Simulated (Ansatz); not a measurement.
A structure relaxed at PBE0-D4/def2-TZVP, charge 0, multiplicity 1:

```xyz
13

O    -1.846    0.313   -1.452
C    -0.765    0.133   -0.648
Si    0.820    0.002   -1.659
C    -0.837    0.060    0.688
Si    0.568   -0.184    1.878
H    -2.642    0.377   -0.909
H     1.955   -0.194   -0.724
H     0.723   -1.152   -2.588
H     1.015    1.248   -2.441
H    -1.831    0.153    1.137
H     1.281   -1.472    1.664
H    -0.013   -0.196    3.247
H     1.572    0.912    1.808
```

Give its formula and SMILES.

C2H8OSi2, `O/C([SiH3])=C/[SiH3]`.

Point group (tolerance 0.08 Å, 0.16 Å for H)?

Cs.

Summarise the bond lengths by kind.

1 × C–O 1.359 Å; 1 × H–O 0.966 Å; 2 × C–Si 1.857 to 1.884 Å; 1 × C–C 1.340 Å; 6 × H–Si 1.483 to 1.488 Å; 1 × C–H 1.094 Å.

All numbers were calculated with Ansatz.
